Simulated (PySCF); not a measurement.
## Vibration and rotation of PbO⁺

BLYP constants of PbO⁺, ²Π (doublet), unpaired electrons π ↑ (basis Pb aug-cc-pVDZ-PP with ECP60, O aug-cc-pVDZ; scalar-relativistic core potentials; PySCF 2.14; masses 207.9766 and 15.9949 u):

```
ωe              : 533.3 cm⁻¹
ωexe            : 2.44 cm⁻¹
Be              : 0.24673 cm⁻¹
αe              : 0.00152 cm⁻¹
D (centrifugal) : 2.11e-07 cm⁻¹
```

(1) Give the vibrational terms G(v) and spacings up to v = 6.

These are scalar-relativistic numbers at best; spin–orbit coupling would shift them, the dissociation energy most. The state was picked by a PBE0 search and need not be the measured ground state.

## Answers

(1) G(v) = ωe(v+½) − ωexe(v+½)².

```
v  G(v) (cm⁻¹)  G(v) − G(v−1)  Bv (cm⁻¹)
0        266.0                    0.2460
1        794.5          528.4     0.2445
2       1318.0          523.5     0.2429
3       1836.7          518.7     0.2414
4       2350.4          513.8     0.2399
5       2859.3          508.9     0.2384
6       3363.4          504.0     0.2369
```
